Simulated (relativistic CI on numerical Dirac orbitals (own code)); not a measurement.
## Pt²⁴⁺: computed level list

Computed by Dirac-Coulomb-Breit CI, orbitals from a KLI potential per configuration, model QED, unscaled Slater integrals (own radial code, finite nucleus).

CI space (outside the closed core [Ar] 3d10 4p6 4d10): 4s2 4f8, 4s2 4f7 5s, 4s2 4f6 5s2, 4s2 4f7 6s, 4f10. Levels of other configurations are missing.

```tsv
No.	Configuration	Term	J	E (cm⁻¹)	%	Landé g	jj configuration (%)
41	4s2 4f8	5K	8	105417.1	54	1.116	4f5/2^4 4f7/2^4 (46)
42	4s2 4f8	5F	1	107984.3	52	0.661	4f5/2^4 4f7/2^4 (46)
43	4s2 4f8	5G	5	108494.3	28	1.124	4f5/2^5 4f7/2^3 (44)
44	4s2 4f8	3I	6	109632.5	25	1.024	4f5/2^3 4f7/2^5 (45)
45	4s2 4f8	5D	3	109778.9	36	1.358	4f5/2^5 4f7/2^3 (52)
46	4s2 4f8	3O	12	110488.7	79	1.063	4f5/2^4 4f7/2^4 (94)
47	4s2 4f8	3O	11	111461.4	59	1.039	4f5/2^4 4f7/2^4 (97)
48	4s2 4f8	3F	4	112021.6	22	1.153	4f5/2^4 4f7/2^4 (55)
49	4s2 4f8	5I	5	113899.8	33	0.944	4f5/2^4 4f7/2^4 (64)
50	4s2 4f8	5K	7	115626.1	36	1.086	4f5/2^4 4f7/2^4 (54)
51	4s2 4f8	3M	8	116157.3	39	1.004	4f5/2^4 4f7/2^4 (73)
52	4s2 4f8	3N	9	117954.9	38	0.996	4f5/2^4 4f7/2^4 (72)
53	4s2 4f8	5K	6	118392.2	30	1.016	4f5/2^4 4f7/2^4 (62)
54	4s2 4f8	3D	3	119366.3	23	1.218	4f5/2^4 4f7/2^4 (47)
55	4s2 4f8	5D	1	119909.1	60	1.719	4f5/2^4 4f7/2^4 (51)
56	4s2 4f8	5P	2	122937.8	27	1.364	4f5/2^4 4f7/2^4 (50)
57	4s2 4f8	5I	6	122959.1	17	1.056	4f5/2^4 4f7/2^4 (38)
58	4s2 4f8	5H	7	123244.3	37	1.141	4f5/2^3 4f7/2^5 (59)
59	4s2 4f8	5G	4	123626.1	46	1.134	4f5/2^4 4f7/2^4 (74)
60	4s2 4f8	3M	10	124246.4	64	1.061	4f5/2^4 4f7/2^4 (84)
61	4s2 4f8	5D	0	125436.6	73		4f5/2^3 4f7/2^5 (33)
62	4s2 4f8	5H	7	125680.2	44	1.156	4f5/2^4 4f7/2^4 (55)
63	4s2 4f8	3H	4	127654.0	24	1.053	4f5/2^4 4f7/2^4 (48)
64	4s2 4f8	3P	2	129182.5	26	1.055	4f5/2^5 4f7/2^3 (40)
65	4s2 4f8	3M	9	129911.3	64	1.040	4f5/2^4 4f7/2^4 (61)
66	4s2 4f8	5H	5	131277.8	28	1.156	4f5/2^4 4f7/2^4 (48)
67	4s2 4f8	5G	3	131573.1	45	0.984	4f5/2^4 4f7/2^4 (43)
68	4s2 4f8	3K	8	131730.8	62	1.100	4f5/2^3 4f7/2^5 (52)
69	4s2 4f8	3K	7	132921.0	38	1.037	4f5/2^4 4f7/2^4 (53)
70	4s2 4f8	3H	5	132939.3	39	0.948	4f5/2^3 4f7/2^5 (47)
71	4s2 4f8	3K	6	133202.5	47	1.010	4f5/2^4 4f7/2^4 (63)
72	4s2 4f8	5D	4	134288.5	37	1.275	4f5/2^4 4f7/2^4 (43)
73	4s2 4f8	5P	1	135127.2	34	1.712	4f5/2^4 4f7/2^4 (51)
74	4s2 4f8	3K	8	135663.1	43	1.059	4f5/2^4 4f7/2^4 (64)
75	4s2 4f8	3O	10	135907.0	42	0.999	4f5/2^3 4f7/2^5 (74)
76	4s2 4f8	5G	2	137349.6	46	0.795	4f5/2^4 4f7/2^4 (32)
77	4s2 4f8	3G	3	137476.5	50	0.812	4f5/2^4 4f7/2^4 (53)
78	4s2 4f8	3H	4	138219.1	32	0.921	4f5/2^4 4f7/2^4 (45)
79	4s2 4f8	3H	5	138652.0	33	0.981	4f5/2^4 4f7/2^4 (57)
80	4s2 4f8	5D	2	140051.8	36	1.200	4f5/2^4 4f7/2^4 (35)
81	4s2 4f8	3K	7	140203.2	54	1.042	4f5/2^4 4f7/2^4 (78)
82	4s2 4f8	5D	0	142199.7	55		4f5/2^2 4f7/2^6 (57)
83	4s2 4f8	3F	4	142245.5	22	1.019	4f5/2^5 4f7/2^3 (40)
84	4s2 4f8	3F	3	142576.0	29	1.168	4f5/2^4 4f7/2^4 (36)
85	4s2 4f8	3I	6	142781.5	30	1.057	4f5/2^4 4f7/2^4 (52)
86	4s2 4f8	3K	8	143096.5	53	1.067	4f5/2^3 4f7/2^5 (61)
87	4s2 4f8	3N	11	145109.4	59	1.054	4f5/2^3 4f7/2^5 (97)
88	4s2 4f8	5H	5	146237.6	38	1.086	4f5/2^4 4f7/2^4 (45)
89	4s2 4f8	3F	2	147395.9	41	0.996	4f5/2^4 4f7/2^4 (58)
90	4s2 4f8	3I	7	147411.4	61	1.113	4f5/2^4 4f7/2^4 (55)
91	4s2 4f8	3I	6	149234.1	27	0.996	4f5/2^3 4f7/2^5 (47)
92	4s2 4f8	3G	5	149433.3	39	1.067	4f5/2^4 4f7/2^4 (58)
93	4s2 4f8	3D	1	150028.7	53	0.854	4f5/2^3 4f7/2^5 (48)
94	4s2 4f8	3N	9	151118.6	32	1.007	4f5/2^3 4f7/2^5 (62)
95	4s2 4f8	1Q	12	151359.6	79	1.014	4f5/2^3 4f7/2^5 (94)
96	4s2 4f8	3H	4	151440.5	33	0.983	4f5/2^3 4f7/2^5 (36)
97	4s2 4f8	3F	3	151545.8	40	1.165	4f5/2^3 4f7/2^5 (56)
98	4s2 4f8	3K	6	152152.3	37	1.019	4f5/2^3 4f7/2^5 (38)
99	4s2 4f8	3M	10	153563.6	48	1.047	4f5/2^3 4f7/2^5 (73)
100	4s2 4f8	3M	8	153624.8	45	0.979	4f5/2^3 4f7/2^5 (54)
101	4s2 4f8	3F	2	153899.1	45	0.989	4f5/2^3 4f7/2^5 (45)
102	4s2 4f8	3H	4	155016.5	49	0.981	4f5/2^4 4f7/2^4 (60)
103	4s2 4f8	3I	6	155847.4	28	1.031	4f5/2^4 4f7/2^4 (52)
104	4s2 4f8	3D	1	156201.0	53	0.773	4f5/2^5 4f7/2^3 (39)
105	4s2 4f8	3P	0	156639.2	57		4f5/2^4 4f7/2^4 (44)
106	4s2 4f8	5H	4	158050.7	40	0.986	4f5/2^3 4f7/2^5 (54)
107	4s2 4f8	3F	3	159202.7	36	0.863	4f5/2^3 4f7/2^5 (49)
108	4s2 4f8	3H	6	159214.9	35	1.065	4f5/2^4 4f7/2^4 (48)
109	4s2 4f8	3L	7	159970.1	38	0.987	4f5/2^3 4f7/2^5 (57)
110	4s2 4f8	5S	2	160026.7	26	1.310	4f5/2^3 4f7/2^5 (44)
```

Energies count from the lowest computed level. Filled j subshells are mostly left out of the jj labels.

The mean weight of the leading LS term, summed over parents, in these 70 levels is 42 %, and that of the leading jj configuration (from the same eigenvectors) 55 %, so jj coupling describes them better and the LS labels are nominal.

At this charge energies of transitions that change n are usually good to better than 1 %, and those within a shell (Δn = 0) to a few per cent. Terms inside the open d or f shell come out 10 to 20 % too wide with unscaled integrals.

LS names give the leading component of a level, which can be under half, so a name can repeat, a term be missing and a line seem to break the LS rules.
